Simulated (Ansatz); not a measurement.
Ti2S2, relaxed as a singlet with RKS PBE-D4/def2-SVP in Ansatz, starting from the GFN1-xTB geometry. Force threshold 0.02 eV/Å.

The restricted singlet is unstable towards broken spin symmetry at other levels; at PBE-D4/def2-SVP this wasn't settled. The relaxation made no stability test and no search for a lower SCF solution. At PBE0-D4/def2-TZVP a quintet of charge 0 lies 0.14 eV below the restricted singlet, each at its own geometry. The structure comes from a short search, and lower isomers may exist.

Start:

Cartesian coordinates in Å:
```
Ti 1.223 -0.304 -0.219
Ti -1.237 0.249 0.217
S 2.518 -0.672 1.396
S -2.504 0.726 -1.394
```

```tsv
step	energy (eV)	largest force component (eV/Å)	SCF passes
1	-67866.5720	1.069	42
2	-67867.1114	0.739	31
3	-67867.5086	0.990	33
4	-67868.0073	1.126	33
5	-67868.6360	1.127	31
6	-67869.2456	0.737	51
7	-67869.5715	1.006	43
8	-67869.6764	1.776	28
9	-67869.9726	0.913	28
10	-67870.0430	1.023	30
11	-67870.1439	0.361	30
12	-67870.1483	0.102	25
13	-67870.1485	0.031	25
14	-67870.1487	0.002	25
```

Force components are those of the run's own axes.

End:

```
atom    x (Å)    y (Å)    z (Å)
 Ti1   0.5953  -0.4825  -0.8889
 Ti2  -0.7771  -0.2819   0.8331
  S3   1.4592  -0.0265   1.1663
  S4  -1.2774   0.7909  -1.1104
```

Bonds formed: Ti1–S4, Ti2–S3 (atoms count from 1).

No frequencies were taken in this run, so the end may be a saddle point.

Hardware: 4 threads of Arm Neoverse V1 on a shared host. Wall time 17 s.
